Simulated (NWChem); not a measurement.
System: boron monoxide dimer (B2O2); SMILES O=BB=O

All runs: NWChem. Each level has its own optimisation; frequencies are unscaled. One conformer.

```
level                                 r B–O (Å)  r B–B (Å)  highest harmonic frequency (cm⁻¹)  lowest (cm⁻¹)  zero-point energy (kcal/mol)
------------------------------------  ---------  ---------  ---------------------------------  -------------  ----------------------------
Hartree-Fock/STO-3G                       1.176      1.610                               2531            256                          10.4
BLYP/def2-SVP                             1.213      1.647                               2060            213                           8.6
LDA (Slater exchange, VWN5)/def2-SVP      1.205      1.636                               2115            212                           8.7
PBE0/def2-SVP                             1.199      1.652                               2169            216                           8.9
```
